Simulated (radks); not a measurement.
Values are calculated unless marked as measured or tabulated.
Spin polarisation of the 2p4 shell in the neon ion Ne2+. Start: [He] 2s2 2p(up 2, down 2); electrons of 2p are moved from spin down to spin up, other shells keep equal spins. Code: a radial shooting solver on a logarithmic mesh with Libxc functionals. Model: scalar-relativistic Kohn-Sham, r2SCAN, spin-polarised, spherical densities, finite nucleus; meta-GGA in the generalised Kohn-Sham scheme; Fermi nuclear charge, rms radius of each element as measured or else 0.836 A^(1/3) + 0.57 fm.

| moment (Bohr magnetons) | E - E(0) (eV) | e(2p up) (eV) | e(2p down) (eV) | 2s down minus up (eV) | 1s down minus up (eV) |
|---|---|---|---|---|---|
| 0 | 0.000 | -55.471 | -55.471 | 0.000 | 0.000 |
| 0.5 | -0.201 | -56.240 | -54.631 | 1.446 | 0.683 |
| 1 | -0.805 | -56.942 | -53.715 | 2.907 | 1.362 |
| 1.5 | -1.817 | -57.581 | -52.715 | 4.394 | 2.036 |
| 2 | -3.241 | -58.159 | -51.622 | 5.919 | 2.707 |

At moment 2 the spin-polarisation energy is -3.241 eV and the 2p exchange splitting 6.537 eV, that is 3.268 eV per Bohr magneton; E = -I m^2/4 would give I = 3.241 eV.
